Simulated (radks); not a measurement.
Effect of the nuclear size on neutral arsenic, [Ar] 3d10 4s2 4p3. Calculated with a radial shooting solver on a logarithmic mesh with Libxc functionals: Dirac Kohn-Sham, relativistic LDA (MacDonald-Vosko exchange, VWN5 correlation), spin-unpolarised, spherical densities, finite nucleus; open shells are shared between the two j in proportion to 2j + 1; Fermi nuclear charge, rms radius 4.0968 fm. The rms radius is varied about that value; shifts are against it.

[
 {"rms radius (fm)": "3.6175", "total energy shift (eV)": "-0.0866", "density at nucleus (e/bohr^3)": "3.55e+04", "1s1/2 shift (meV)": "-36.6", "2s1/2 shift (meV)": "-3.61", "3p1/2 shift (meV)": "0.054", "4s1/2 shift (meV)": "-0.046"},
 {"rms radius (fm)": "3.9657", "total energy shift (eV)": "-0.0247", "density at nucleus (e/bohr^3)": "3.528e+04", "1s1/2 shift (meV)": "-10.4", "2s1/2 shift (meV)": "-1.03", "3p1/2 shift (meV)": "0.015", "4s1/2 shift (meV)": "-0.013"},
 {"rms radius (fm)": "4.0968", "total energy shift (eV)": "0", "density at nucleus (e/bohr^3)": "3.521e+04", "1s1/2 shift (meV)": "0.000", "2s1/2 shift (meV)": "0.000", "3p1/2 shift (meV)": "0.000", "4s1/2 shift (meV)": "0.000"},
 {"rms radius (fm)": "4.4164", "total energy shift (eV)": "0.0633", "density at nucleus (e/bohr^3)": "3.503e+04", "1s1/2 shift (meV)": "26.8", "2s1/2 shift (meV)": "2.64", "3p1/2 shift (meV)": "-0.039", "4s1/2 shift (meV)": "0.034"},
 {"rms radius (fm)": "4.781", "total energy shift (eV)": "0.141", "density at nucleus (e/bohr^3)": "3.484e+04", "1s1/2 shift (meV)": "59.6", "2s1/2 shift (meV)": "5.87", "3p1/2 shift (meV)": "-0.088", "4s1/2 shift (meV)": "0.075"}
]

Slopes of the eigenvalues against <r^2> in GHz/fm^2, as finite differences over the two radii next to the reference (eigenvalue slopes, not the field-shift constants of lines): 1s1/2 2380, 2s1/2 235, 3p1/2 -3.51, 4s1/2 2.99.
